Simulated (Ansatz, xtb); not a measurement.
Relaxing a trial structure of B2ClH5OSi

The starting geometry of this gas-phase singlet has its atoms placed at random.

```yaml
atoms:
  - { symbol: B, position_ang: [-0.1933, -1.5897, -0.0735] }
  - { symbol: B, position_ang: [0.5346, 1.1903, -0.3540] }
  - { symbol: Cl, position_ang: [0.9000, 0.9799, 1.8595] }
  - { symbol: O, position_ang: [-2.0223, -1.1218, 0.5852] }
  - { symbol: Si, position_ang: [-0.8237, -0.0070, -1.7473] }
  - { symbol: H, position_ang: [-0.4911, -0.2462, 0.7337] }
  - { symbol: H, position_ang: [2.1109, 1.0715, 0.8544] }
  - { symbol: H, position_ang: [0.2052, 2.0227, -1.0666] }
  - { symbol: H, position_ang: [0.1141, -0.9192, -1.6528] }
  - { symbol: H, position_ang: [0.5236, -2.0410, 0.9024] }
```

Question: Guess where an optimisation with r2SCAN-D4/def2-SVP ends from this start.

Answer: It ends as a structure with H7 bridging Si5 and B2, H9 bridging Si5 and B1, given below by its coordinates. Distances that change by over a tenth: B1–B2 (2.89 → 1.94 Å), Si5–H9 (1.31 → 1.65 Å). Contacts that open: Cl3–H7 (1.58 → 2.68 Å). Contacts that close: B1–O4 (2.00 → 1.39 Å), B1–Si5 (2.39 → 2.10 Å), B1–H9 (1.74 → 1.43 Å), B2–Cl3 (2.25 → 1.79 Å), B2–Si5 (2.28 → 1.99 Å), B2–H7 (1.99 → 1.40 Å), O4–H6 (1.77 → 0.96 Å), Si5–H7 (4.07 → 1.68 Å).

The energy falls by 14.18 eV over 33 steps:

```csv
step,E − E(last) (eV)
1,14.176
5,5.316
8,2.632
12,1.079
15,0.337
19,0.211
22,0.155
26,0.057
29,0.001
33,0.000
```

Final geometry (Å):

```csv
atom,x (Å),y (Å),z (Å)
B,-0.3094,-0.7090,0.1281
B,0.6916,0.9566,0.1233
Cl,1.2855,1.1339,1.8034
O,-1.6942,-0.6911,0.2068
Si,0.2557,0.2128,-1.6754
H,-2.0321,-1.3813,0.7901
H,1.6444,0.4432,-0.7661
H,0.4600,2.0360,-0.4029
H,0.1826,-1.3220,-1.0703
H,0.3739,-1.3396,0.9037
```

From the same start GFN2-xTB ends elsewhere, differing in B1–B2 (3.04 against 1.94 Å here), B1–Cl3 (1.78 against 2.96 Å here), B1–Si5 (2.89 against 2.10 Å here), B1–H9 (3.39 against 1.43 Å here), B2–Si5 (3.49 against 1.99 Å here), B2–H6 (1.19 against 3.65 Å here).

From so rough a start the end depends on the optimiser's path, so another program may land elsewhere. No frequencies were run, so the end isn't proven a minimum. Run with Ansatz 0.2.0, 60 s on 2 threads of Intel(R) Xeon(R) 6975P-C (Granite Rapids), on a shared host.
